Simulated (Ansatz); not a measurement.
Ansatz (a program for electronic structure) input (B3LYP-D3(BJ)/def2-TZVP):

Ansatz 0.2 input:
```yaml
crystal:
  periodic: [false, false, false]
  atoms:
    - {symbol: C, position_ang: [2.62961295, -0.04079342, -0.71066433]}
    - {symbol: C, position_ang: [1.20906837, 0.31907377, -0.70677349]}
    - {symbol: C, position_ang: [0.45343217, -0.33621080, 0.49456064]}
    - {symbol: C, position_ang: [-0.99287914, 0.05721605, 0.49203794]}
    - {symbol: C, position_ang: [-1.43976126, 1.07239684, 1.21647281]}
    - {symbol: C, position_ang: [-1.88720811, -0.74780833, -0.40034080]}
    - {symbol: H, position_ang: [3.33969769, 0.53410613, -0.14911379]}
    - {symbol: H, position_ang: [2.94754894, -0.98734476, -1.10298201]}
    - {symbol: H, position_ang: [0.72606345, -0.02235130, -1.62564938]}
    - {symbol: H, position_ang: [1.08168591, 1.40023242, -0.62068929]}
    - {symbol: H, position_ang: [0.55396798, -1.41977872, 0.41450475]}
    - {symbol: H, position_ang: [0.93403189, -0.00875654, 1.41711023]}
    - {symbol: H, position_ang: [-2.47455518, 1.37023869, 1.20385532]}
    - {symbol: H, position_ang: [-0.78858961, 1.64331774, 1.85678320]}
    - {symbol: H, position_ang: [-2.90012168, -0.35492630, -0.39754481]}
    - {symbol: H, position_ang: [-1.91414796, -1.78460945, -0.06617413]}
    - {symbol: H, position_ang: [-1.51280733, -0.74038730, -1.42287319]}
basis:
  gaussian:
    orbitals: def2-TZVP
hamiltonian:
  xc: b3lyp
  dispersion: d3bj
magnetization: {spin_polarized: true, initial_magnetization: 1}
relax: {f_tol: 0.002, max_steps: 150}
```

Output:

```
Functional definition: B3LYP
integrals: 0.19 GiB planned
1564 factors; their error is unknown
0.35 GiB of the device are held for the grids
1.51 GiB of device memory are held for the factors and their scratch space
mean field: 1.78 GiB planned
mean field evaluation 1: about -6386.7370 eV, gradient 5.6e1 eV
mean field evaluation 2: about -6377.5432 eV, gradient 6.9e1 eV
mean field evaluation 4: about -6401.9339 eV, gradient 6.4e0 eV
mean field evaluation 8: about -6402.1198 eV, gradient 6.5e-2 eV
mean field evaluation 16: about -6402.0851 eV, gradient 7.9e-4 eV
mean field -6402.08506068 eV, -235.2722864910 hartree, gradient 3.4e-5 eV, S^2 0.753935; 0 other end points of the search recorded, 0 dependent functions left out
the calculation of the forces begins
reference -6402.08537596 eV, -235.2722980772 hartree; 24, 23 occupied and 228, 229 virtual orbitals, 1564 factors
relax step   1: F+E_penalty+E_count = -6402.70446482 eV  Δ(F+E_penalty+E_count) = +0.000e0 eV  max|allowed force component| = 2.928e-1 eV/Å  Δτ_max = 0.0000 Å  (34 SCF iters, accepted)
these checks for a lower state are left out or cut short: starts, cluster_reference, orbital_swaps, neighbouring_geometries, increment
integrals: 0.19 GiB planned
1564 factors; their error is unknown
0.34 GiB of the device are held for the grids
1.51 GiB of device memory are held for the factors and their scratch space
mean field: 1.77 GiB planned
mean field -6402.11165429 eV, -235.2732637879 hartree, gradient 2.5e-5 eV, S^2 0.753995; 0 other end points of the search recorded, 0 dependent functions left out
the calculation of the forces begins
reference -6402.11197151 eV, -235.2732754455 hartree; 24, 23 occupied and 228, 229 virtual orbitals, 1564 factors
relax step   2: F+E_penalty+E_count = -6402.72574321 eV  Δ(F+E_penalty+E_count) = -2.128e-2 eV  max|allowed force component| = 2.659e-1 eV/Å  Δτ_max = 0.0545 Å  (38 SCF iters, accepted)
these checks for a lower state are left out or cut short: starts, cluster_reference, orbital_swaps, neighbouring_geometries, increment
integrals: 0.19 GiB planned
1564 factors; their error is unknown
0.34 GiB of the device are held for the grids
1.51 GiB of device memory are held for the factors and their scratch space
mean field: 1.78 GiB planned
mean field evaluation 32: about -6402.1173 eV, gradient 2.5e-5 eV
mean field -6402.11725305 eV, -235.2734695387 hartree, gradient 2.5e-5 eV, S^2 0.754024; 0 other end points of the search recorded, 0 dependent functions left out
the calculation of the forces begins
reference -6402.11757044 eV, -235.2734812027 hartree; 24, 23 occupied and 228, 229 virtual orbitals, 1564 factors
relax step   3: F+E_penalty+E_count = -6402.72975876 eV  Δ(F+E_penalty+E_count) = -4.016e-3 eV  max|allowed force component| = 1.093e-1 eV/Å  Δτ_max = 0.0634 Å  (36 SCF iters, accepted)
these checks for a lower state are left out or cut short: starts, cluster_reference, orbital_swaps, neighbouring_geometries, increment
integrals: 0.19 GiB planned
1564 factors; their error is unknown
0.34 GiB of the device are held for the grids
1.51 GiB of device memory are held for the factors and their scratch space
mean field: 1.77 GiB planned
mean field -6402.11529951 eV, -235.2733977475 hartree, gradient 1.3e-5 eV, S^2 0.753970; 0 other end points of the search recorded, 0 dependent functions left out
the calculation of the forces begins
reference -6402.11561652 eV, -235.2734093972 hartree; 24, 23 occupied and 228, 229 virtual orbitals, 1564 factors
relax step   4: F+E_penalty+E_count = -6402.72691472 eV  Δ(F+E_penalty+E_count) = +2.844e-3 eV  max|allowed force component| = 1.977e-1 eV/Å  Δτ_max = 0.0912 Å  (38 SCF iters, rejected (line search))
these checks for a lower state are left out or cut short: starts, cluster_reference, orbital_swaps, neighbouring_geometries, increment
integrals: 0.19 GiB planned
1564 factors; their error is unknown
[...]
the calculation of the forces begins
reference -6402.12422413 eV, -235.2737257211 hartree; 24, 23 occupied and 228, 229 virtual orbitals, 1564 factors
relax step  19: F+E_penalty+E_count = -6402.73742388 eV  Δ(F+E_penalty+E_count) = -3.426e-6 eV  max|allowed force component| = 3.800e-3 eV/Å  Δτ_max = 0.0037 Å  (38 SCF iters, accepted)
these checks for a lower state are left out or cut short: starts, cluster_reference, orbital_swaps, neighbouring_geometries, increment
integrals: 0.19 GiB planned
1564 factors; their error is unknown
0.35 GiB of the device are held for the grids
1.51 GiB of device memory are held for the factors and their scratch space
mean field: 1.77 GiB planned
mean field -6402.12390416 eV, -235.2737139625 hartree, gradient 2.2e-5 eV, S^2 0.753990; 0 other end points of the search recorded, 0 dependent functions left out
the calculation of the forces begins
reference -6402.12422361 eV, -235.2737257020 hartree; 24, 23 occupied and 228, 229 virtual orbitals, 1564 factors
relax step  20: F+E_penalty+E_count = -6402.73742693 eV  Δ(F+E_penalty+E_count) = -3.047e-6 eV  max|allowed force component| = 2.997e-3 eV/Å  Δτ_max = 0.0012 Å  (37 SCF iters, accepted)
these checks for a lower state are left out or cut short: starts, cluster_reference, orbital_swaps, neighbouring_geometries, increment
integrals: 0.19 GiB planned
1564 factors; their error is unknown
0.35 GiB of the device are held for the grids
1.51 GiB of device memory are held for the factors and their scratch space
mean field: 1.77 GiB planned
mean field -6402.12392880 eV, -235.2737148679 hartree, gradient 2.5e-5 eV, S^2 0.753991; 0 other end points of the search recorded, 0 dependent functions left out
the calculation of the forces begins
reference -6402.12424822 eV, -235.2737266063 hartree; 24, 23 occupied and 228, 229 virtual orbitals, 1564 factors
relax step  21: F+E_penalty+E_count = -6402.73743726 eV  Δ(F+E_penalty+E_count) = -1.033e-5 eV  max|allowed force component| = 4.610e-3 eV/Å  Δτ_max = 0.0075 Å  (37 SCF iters, accepted)
these checks for a lower state are left out or cut short: starts, cluster_reference, orbital_swaps, neighbouring_geometries, increment
integrals: 0.19 GiB planned
1564 factors; their error is unknown
0.35 GiB of the device are held for the grids
1.51 GiB of device memory are held for the factors and their scratch space
mean field: 1.77 GiB planned
mean field evaluation 160: about -6402.1492 eV, gradient 5.8e-1 eV
mean field -6402.12394498 eV, -235.2737154625 hartree, gradient 2.1e-5 eV, S^2 0.753993; 0 other end points of the search recorded, 0 dependent functions left out
the calculation of the forces begins
reference -6402.12426440 eV, -235.2737272011 hartree; 24, 23 occupied and 228, 229 virtual orbitals, 1564 factors
relax step  22: F+E_penalty+E_count = -6402.73744642 eV  Δ(F+E_penalty+E_count) = -9.164e-6 eV  max|allowed force component| = 6.687e-3 eV/Å  Δτ_max = 0.0150 Å  (37 SCF iters, accepted)
these checks for a lower state are left out or cut short: starts, cluster_reference, orbital_swaps, neighbouring_geometries, increment
integrals: 0.19 GiB planned
1564 factors; their error is unknown
0.35 GiB of the device are held for the grids
1.51 GiB of device memory are held for the factors and their scratch space
mean field: 1.77 GiB planned
mean field -6402.12395264 eV, -235.2737157441 hartree, gradient 2.3e-5 eV, S^2 0.753993; 0 other end points of the search recorded, 0 dependent functions left out
the calculation of the forces begins
reference -6402.12427205 eV, -235.2737274823 hartree; 24, 23 occupied and 228, 229 virtual orbitals, 1564 factors
relax step  23: F+E_penalty+E_count = -6402.73744926 eV  Δ(F+E_penalty+E_count) = -2.838e-6 eV  max|allowed force component| = 5.380e-3 eV/Å  Δτ_max = 0.0040 Å  (38 SCF iters, accepted)
these checks for a lower state are left out or cut short: starts, cluster_reference, orbital_swaps, neighbouring_geometries, increment
integrals: 0.19 GiB planned
1564 factors; their error is unknown
0.35 GiB of the device are held for the grids
1.51 GiB of device memory are held for the factors and their scratch space
mean field: 1.77 GiB planned
mean field -6402.12395186 eV, -235.2737157153 hartree, gradient 2.3e-5 eV, S^2 0.753994; 0 other end points of the search recorded, 0 dependent functions left out
the calculation of the forces begins
reference -6402.12427123 eV, -235.2737274520 hartree; 24, 23 occupied and 228, 229 virtual orbitals, 1564 factors
relax step  24: F+E_penalty+E_count = -6402.73744937 eV  Δ(F+E_penalty+E_count) = -1.161e-7 eV  max|allowed force component| = 3.952e-3 eV/Å  Δτ_max = 0.0066 Å  (37 SCF iters, accepted)
these checks for a lower state are left out or cut short: starts, cluster_reference, orbital_swaps, neighbouring_geometries, increment
integrals: 0.19 GiB planned
1564 factors; their error is unknown
0.35 GiB of the device are held for the grids
1.51 GiB of device memory are held for the factors and their scratch space
mean field: 1.77 GiB planned
mean field -6402.12396260 eV, -235.2737161102 hartree, gradient 2.1e-5 eV, S^2 0.753994; 0 other end points of the search recorded, 0 dependent functions left out
the calculation of the forces begins
reference -6402.12428197 eV, -235.2737278466 hartree; 24, 23 occupied and 228, 229 virtual orbitals, 1564 factors
relax step  25: F+E_penalty+E_count = -6402.73745056 eV  Δ(F+E_penalty+E_count) = -1.190e-6 eV  max|allowed force component| = 3.672e-3 eV/Å  Δτ_max = 0.0016 Å  (37 SCF iters, accepted)
these checks for a lower state are left out or cut short: starts, cluster_reference, orbital_swaps, neighbouring_geometries, increment
integrals: 0.19 GiB planned
1564 factors; their error is unknown
0.35 GiB of the device are held for the grids
1.51 GiB of device memory are held for the factors and their scratch space
mean field: 1.77 GiB planned
mean field evaluation 192: about -6402.1240 eV, gradient 5.9e-3 eV
mean field -6402.12396463 eV, -235.2737161847 hartree, gradient 2.1e-5 eV, S^2 0.753993; 0 other end points of the search recorded, 0 dependent functions left out
the calculation of the forces begins
reference -6402.12428402 eV, -235.2737279219 hartree; 24, 23 occupied and 228, 229 virtual orbitals, 1564 factors
relax step  26: F+E_penalty+E_count = -6402.73745170 eV  Δ(F+E_penalty+E_count) = -1.139e-6 eV  max|allowed force component| = 2.953e-3 eV/Å  Δτ_max = 0.0027 Å  (37 SCF iters, accepted)
these checks for a lower state are left out or cut short: starts, cluster_reference, orbital_swaps, neighbouring_geometries, increment
integrals: 0.19 GiB planned
1564 factors; their error is unknown
0.35 GiB of the device are held for the grids
1.51 GiB of device memory are held for the factors and their scratch space
mean field: 1.77 GiB planned
mean field -6402.12395725 eV, -235.2737159136 hartree, gradient 2.1e-5 eV, S^2 0.753993; 0 other end points of the search recorded, 0 dependent functions left out
the calculation of the forces begins
reference -6402.12427664 eV, -235.2737276507 hartree; 24, 23 occupied and 228, 229 virtual orbitals, 1564 factors
relax step  27: F+E_penalty+E_count = -6402.73745224 eV  Δ(F+E_penalty+E_count) = -5.349e-7 eV  max|allowed force component| = 5.660e-4 eV/Å  Δτ_max = 0.0004 Å  (37 SCF iters, accepted)
integrals: 0.19 GiB planned
1564 factors; their error is unknown
0.35 GiB of the device are held for the grids
1.51 GiB of device memory are held for the factors and their scratch space
mean field: 1.77 GiB planned
mean field evaluation 224: about -6402.1240 eV, gradient 8.4e-4 eV
mean field -6402.12395725 eV, -235.2737159136 hartree, gradient 2.1e-5 eV, S^2 0.753993; 1 other end points of the search recorded, 0 dependent functions left out
the calculation of the forces begins
reference -6402.12427664 eV, -235.2737276507 hartree; 24, 23 occupied and 228, 229 virtual orbitals, 1564 factors
Total energy: -6402.73777162 eV, -235.2962731755 hartree
Atom 0 at     2.656153    -0.107005    -0.722456 Å, force     0.000118     0.000032     0.000153 eV/Å
Atom 1 at     1.206966     0.206364    -0.757116 Å, force    -0.000328    -0.000152     0.000298 eV/Å
Atom 2 at     0.461687    -0.247651     0.530392 Å, force     0.000495     0.000046    -0.000168 eV/Å
Atom 3 at    -1.004745     0.093775     0.518990 Å, force    -0.000002     0.000357    -0.000566 eV/Å
Atom 4 at    -1.511074     1.007067     1.343834 Å, force    -0.000159     0.000146     0.000173 eV/Å
Atom 5 at    -1.860560    -0.643741    -0.471669 Å, force     0.000071    -0.000205     0.000425 eV/Å
Atom 6 at     3.371802     0.603707    -0.332253 Å, force    -0.000099    -0.000285    -0.000163 eV/Å
Atom 7 at     3.011383    -1.104361    -0.945984 Å, force    -0.000006     0.000211     0.000053 eV/Å
Atom 8 at     0.740153    -0.281499    -1.617573 Å, force     0.000031     0.000064    -0.000040 eV/Å
Atom 9 at     1.049381     1.281841    -0.872846 Å, force    -0.000003    -0.000041    -0.000026 eV/Å
Atom 10 at     0.587598    -1.330344     0.635312 Å, force    -0.000018     0.000075     0.000039 eV/Å
Atom 11 at     0.941452     0.215520     1.394034 Å, force    -0.000085    -0.000052    -0.000014 eV/Å
Atom 12 at    -2.564496     1.259168     1.334998 Å, force    -0.000021     0.000017    -0.000088 eV/Å
Atom 13 at    -0.888001     1.530972     2.058437 Å, force     0.000062    -0.000211     0.000041 eV/Å
Atom 14 at    -2.910138    -0.367326    -0.376420 Å, force    -0.000065    -0.000026     0.000004 eV/Å
Atom 15 at    -1.773680    -1.725035    -0.328148 Å, force     0.000010    -0.000091    -0.000115 eV/Å
Atom 16 at    -1.548840    -0.437839    -1.499011 Å, force     0.000001     0.000114    -0.000006 eV/Å
Dipole moment:    -0.020801    -0.067989    -0.041623 e Å
```

It need not be the lowest isomer of its formula.
